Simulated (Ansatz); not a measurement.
CH₆FNSiTe (`C[Te][SiH](N)F`) at its PBE0-D4/def2-TZVP geometry, where that method's forces vanish. Charge 0, multiplicity 1. Te: def2 effective core potential.

```json
{"atom": "C1", "x (Å)": "-1.948", "y (Å)": "-0.093", "z (Å)": "-0.618"}
{"atom": "Te2", "x (Å)": "-0.333", "y (Å)": "0.722", "z (Å)": "-1.784"}
{"atom": "Si3", "x (Å)": "1.290", "y (Å)": "0.689", "z (Å)": "0.076"}
{"atom": "N4", "x (Å)": "1.228", "y (Å)": "-0.835", "z (Å)": "0.831"}
{"atom": "F5", "x (Å)": "0.972", "y (Å)": "1.729", "z (Å)": "1.251"}
{"atom": "H6", "x (Å)": "-1.529", "y (Å)": "-0.763", "z (Å)": "0.129"}
{"atom": "H7", "x (Å)": "-2.494", "y (Å)": "0.718", "z (Å)": "-0.145"}
{"atom": "H8", "x (Å)": "-2.594", "y (Å)": "-0.642", "z (Å)": "-1.299"}
{"atom": "H9", "x (Å)": "2.591", "y (Å)": "1.129", "z (Å)": "-0.489"}
{"atom": "H10", "x (Å)": "1.589", "y (Å)": "-0.971", "z (Å)": "1.761"}
{"atom": "H11", "x (Å)": "1.226", "y (Å)": "-1.682", "z (Å)": "0.287"}
```

Question: For each bond, give half the difference of the two atoms' forces along it (eV/Å; positive pushes the atoms apart) under PBE-D4, r2SCAN-D4, B3LYP-D4, ωB97M-V in def2-TZVPP. (Estimate.)

Answer: Ansatz gave: 
```
   bond  length (Å)  PBE-D4  r2SCAN-D4  B3LYP-D4  ωB97M-V
 C1–Te2       2.152    0.20       0.19      0.32    -0.04
  C1–H6       1.088    0.09      -0.05     -0.10    -0.04
  C1–H7       1.087    0.09      -0.05     -0.09    -0.05
  C1–H8       1.088    0.09      -0.04     -0.09    -0.04
Te2–Si3       2.469   -0.02       0.04      0.12    -0.10
 Si3–N4       1.702    0.07       0.01      0.08     0.08
 Si3–F5       1.601    0.53       0.05      0.17     0.14
 Si3–H9       1.485   -0.02      -0.05     -0.17    -0.20
 N4–H10       1.007    0.18       0.02     -0.02    -0.02
 N4–H11       1.006    0.17       0.02     -0.02    -0.02
```

B3LYP here is the variant with VWN-RPA as its local correlation; programs differ in this.
